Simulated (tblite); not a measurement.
C₅H₁₃OPSi.
Numbering: `[CH3:1][O:2][C@@H:3]1[CH2:4][CH2:5][CH2:6][P:7]1[SiH3:8]` (hydrogens: H9, H10, H11 on C1; H12 on C3; H13, H14 on C4; H15, H16 on C5; H17, H18 on C6; H19, H20, H21 on Si8)

Computed with GFN2-xTB (tblite), gas phase: L-BFGS steps from a force-field or distance-geometry start until the largest atomic force falls under 0.01 eV/Å.

Step 52: E = -698.0085 eV
```
atom  x, y, z in Å  |  force x, y, z in eV/Å
C1      2.2632    1.7954   -0.2447   -0.011   0.005   0.003
O2      2.1084    0.4032   -0.2086    0.015  -0.004   0.013
C3      0.8312    0.0035    0.2133    0.002  -0.003   0.001
C4      0.8064   -1.5144    0.3829   -0.009   0.002  -0.007
C5     -0.6456   -1.9597    0.2799    0.002   0.001  -0.005
C6     -1.1959   -1.3125   -0.9882    0.004  -0.007   0.005
P7     -0.5116    0.4262   -1.0749   -0.025  -0.031   0.017
Si8    -1.9571    1.4899    0.2607   -0.018   0.018   0.011
H9      2.1657    2.2345    0.7567    0.003  -0.016   0.018
H10     3.2581    1.9956   -0.6380   -0.018  -0.015  -0.002
H11     1.5058    2.2506   -0.8979    0.012   0.020  -0.032
H12     0.5867    0.5039    1.1679    0.024   0.012  -0.004
H13     1.2668   -1.8091    1.3263   -0.015   0.021   0.006
H14     1.3910   -1.9411   -0.4342   -0.004  -0.017   0.008
H15    -1.2028   -1.6112    1.1536    0.021   0.010  -0.012
H16    -0.7261   -3.0474    0.2365    0.003   0.012  -0.013
H17    -2.2868   -1.2995   -1.0195    0.019   0.009  -0.019
H18    -0.8394   -1.8521   -1.8714   -0.007  -0.004   0.008
H19    -3.2279    1.5726   -0.4577    0.011  -0.001   0.011
H20    -2.1999    0.8634    1.5676    0.008   0.009  -0.018
H21    -1.3992    2.8252    0.4894   -0.016  -0.020   0.011
```

Step 53: E = -698.0088 eV
```
atom  x, y, z in Å  |  force x, y, z in eV/Å
C1      2.2639    1.7957   -0.2473   -0.011  -0.003   0.000
O2      2.1073    0.4038   -0.2067    0.028  -0.010   0.005
C3      0.8295    0.0050    0.2147    0.020   0.001   0.001
C4      0.8044   -1.5127    0.3857   -0.009  -0.002   0.001
C5     -0.6466   -1.9596    0.2784   -0.010   0.002  -0.016
C6     -1.1948   -1.3123   -0.9904    0.005   0.003  -0.005
P7     -0.5107    0.4270   -1.0740   -0.049  -0.030   0.005
Si8    -1.9567    1.4873    0.2638   -0.011   0.011   0.005
H9      2.1684    2.2380    0.7529   -0.001  -0.014   0.016
H10     3.2588    1.9926   -0.6422   -0.014  -0.015   0.001
H11     1.5078    2.2499   -0.9025    0.007   0.021  -0.025
H12     0.5862    0.5065    1.1685    0.014   0.017   0.008
H13     1.2604   -1.8056    1.3315   -0.006   0.016   0.010
H14     1.3928   -1.9402   -0.4285   -0.006  -0.016   0.009
H15    -1.2075   -1.6133    1.1505    0.025   0.014  -0.006
H16    -0.7255   -3.0471    0.2336    0.005   0.003  -0.013
H17    -2.2858   -1.2986   -1.0251    0.023   0.006  -0.012
H18    -0.8371   -1.8512   -1.8735   -0.003  -0.003   0.009
H19    -3.2277    1.5705   -0.4527    0.000   0.000   0.004
H20    -2.1984    0.8600    1.5698    0.007   0.004  -0.010
H21    -1.3973    2.8211    0.4931   -0.014  -0.006   0.014
```

Step 54: E = -698.0090 eV
```
atom  x, y, z in Å  |  force x, y, z in eV/Å
C1      2.2643    1.7960   -0.2497   -0.007  -0.009  -0.004
O2      2.1066    0.4041   -0.2050    0.028  -0.012  -0.005
C3      0.8282    0.0063    0.2159    0.029   0.005  -0.001
C4      0.8025   -1.5111    0.3882   -0.004  -0.003   0.009
C5     -0.6476   -1.9595    0.2769   -0.016   0.002  -0.019
C6     -1.1937   -1.3121   -0.9925    0.004   0.008  -0.012
P7     -0.5107    0.4272   -1.0730   -0.053  -0.015  -0.006
Si8    -1.9566    1.4851    0.2669   -0.002   0.000  -0.003
H9      2.1707    2.2408    0.7497   -0.007  -0.012   0.009
H10     3.2591    1.9896   -0.6460   -0.006  -0.012   0.003
H11     1.5097    2.2498   -0.9073    0.004   0.016  -0.012
H12     0.5862    0.5092    1.1690    0.006   0.017   0.014
H13     1.2542   -1.8020    1.3365    0.001   0.010   0.012
H14     1.3943   -1.9398   -0.4229   -0.007  -0.014   0.010
H15    -1.2115   -1.6149    1.1474    0.023   0.016   0.001
H16    -0.7250   -3.0468    0.2306    0.004  -0.007  -0.011
H17    -2.2844   -1.2975   -1.0305    0.016   0.002  -0.004
H18    -0.8350   -1.8504   -1.8753    0.005  -0.004   0.005
H19    -3.2275    1.5684   -0.4481   -0.013   0.003  -0.003
H20    -2.1972    0.8572    1.5719    0.005  -0.002   0.002
H21    -1.3957    2.8172    0.4967   -0.009   0.011   0.016
```

Task: Estimate the geometry and energy of step 55. (The exact step hangs on the optimiser's Hessian estimate; all steps are aligned on step 54, rigid shifts and turns removed.)

Result: E = -698.0093 eV, largest force 0.037 eV/Å
```
atom  x, y, z in Å  |  force x, y, z in eV/Å
C1      2.2645    1.7961   -0.2516   -0.001  -0.012  -0.006
O2      2.1067    0.4042   -0.2039    0.015  -0.008  -0.012
C3      0.8278    0.0073    0.2169    0.023   0.006  -0.003
C4      0.8008   -1.5100    0.3903    0.001  -0.002   0.013
C5     -0.6487   -1.9594    0.2753   -0.011   0.001  -0.013
C6     -1.1927   -1.3119   -0.9943    0.002   0.007  -0.015
P7     -0.5117    0.4272   -1.0722   -0.035   0.005  -0.011
Si8    -1.9566    1.4834    0.2694    0.001  -0.007  -0.007
H9      2.1723    2.2427    0.7473   -0.012  -0.011  -0.002
H10     3.2593    1.9872   -0.6488    0.003  -0.007   0.005
H11     1.5115    2.2501   -0.9114    0.003   0.005   0.002
H12     0.5865    0.5119    1.1695    0.003   0.013   0.010
H13     1.2492   -1.7989    1.3408    0.004   0.004   0.011
H14     1.3954   -1.9398   -0.4181   -0.007  -0.011   0.011
H15    -1.2142   -1.6157    1.1449    0.018   0.016   0.006
H16    -0.7245   -3.0466    0.2279    0.003  -0.011  -0.008
H17    -2.2830   -1.2965   -1.0348    0.003  -0.003   0.000
H18    -0.8333   -1.8499   -1.8767    0.012  -0.006  -0.002
H19    -3.2274    1.5666   -0.4446   -0.022   0.005  -0.008
H20    -2.1963    0.8551    1.5738    0.003  -0.007   0.011
H21    -1.3945    2.8141    0.4999   -0.006   0.022   0.017
```

The energy changes by -0.0002 eV. The first-order estimate −F·Δx gives -0.0003 eV and the mean of the old and new forces, exact on a quadratic surface, -0.0002 eV. The step makes an angle of 78° with the force vector and moves no atom by more than 0.007 Å.
